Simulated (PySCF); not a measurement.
# Partial charges of `Cc1nncnc1F`

Compound: C4H4FN3.
Numbering: `[CH3:1][c:2]1[n:3][n:4][cH:5][n:6][c:7]1[F:8]` (hydrogens: H9, H10, H11 on C1; H12 on C5)

Cartesian coordinates in Å at the GFN2-xTB level; atoms count from 1:
```xyz
12
C4H4FN3 angstrom
C     -1.8577   -0.1438    0.3794
C     -0.3903   -0.1606    0.1475
N      0.3209   -1.1892    0.5745
N      1.6110   -1.2309    0.3834
C      2.2009   -0.2394   -0.2380
N      1.5869    0.8476   -0.7110
C      0.2967    0.8770   -0.5141
F     -0.3695    1.9390   -0.9656
H     -2.3851   -0.0850   -0.5719
H     -2.1491   -1.0463    0.9078
H     -2.1328    0.7329    0.9641
H      3.2693   -0.3021   -0.3821
```

Density: PBE0/pcSseg-1 (PySCF); schemes: Mulliken, IAO, Hirshfeld and ESP-fitted. Isolated species at its GFN2-xTB geometry, gas phase.

Problem. Give the atomic charges in each scheme.

Solution. In e:

| atom | environment | Mulliken | IAO | Hirshfeld | ESP-fitted |
| --- | --- | --- | --- | --- | --- |
| C1 | benzylic-type carbon | -0.159 | -0.438 | -0.117 | -0.491 |
| C2 | substituted aromatic carbon | -0.155 | +0.078 | +0.057 | +0.308 |
| N3 | pyridine-type nitrogen | -0.201 | -0.131 | -0.083 | -0.189 |
| N4 | pyridine-type nitrogen | -0.245 | -0.177 | -0.116 | -0.521 |
| C5 | aromatic CH next to a ring nitrogen | +0.281 | +0.094 | +0.081 | +0.768 |
| N6 | pyridine-type nitrogen | -0.415 | -0.282 | -0.161 | -0.697 |
| C7 | aromatic C–F carbon | +0.561 | +0.408 | +0.160 | +0.634 |
| F8 | aryl fluorine | -0.238 | -0.245 | -0.059 | -0.227 |
| H9 | methyl hydrogen | +0.145 | +0.167 | +0.056 | +0.147 |
| H10 | methyl hydrogen | +0.145 | +0.176 | +0.058 | +0.144 |
| H11 | methyl hydrogen | +0.145 | +0.167 | +0.056 | +0.144 |
| H12 | aromatic hydrogen | +0.137 | +0.181 | +0.070 | -0.018 |

Mean size of the charges over all atoms: ESP-fitted 0.357 e, Mulliken 0.236 e, IAO 0.212 e, Hirshfeld 0.089 e. Each set sums to the total charge, 0, to within 0.001 e. The Hirshfeld scheme weights the molecular density at each point by an atom's share of the summed free-atom densities.

Lowest charge. The schemes don't all agree: Mulliken N6 (-0.415); IAO C1 (-0.438); Hirshfeld N6 (-0.161); ESP-fitted N6 (-0.697).

Highest charge. The schemes don't all agree: Mulliken C7 (+0.561); IAO C7 (+0.408); Hirshfeld C7 (+0.160); ESP-fitted C5 (+0.768).

Problem. Sum the charges by element, for elements with more than one atom.

Solution. 
```csv
element,atoms,Mulliken,IAO,Hirshfeld,ESP-fitted
C,4,+0.527,+0.142,+0.180,+1.218
N,3,-0.861,-0.589,-0.359,-1.408
H,4,+0.571,+0.693,+0.238,+0.417
```

Problem. How many electrons does the IAO scheme count on C5?

Solution. Z − q = 6 − (+0.094) = 5.906.
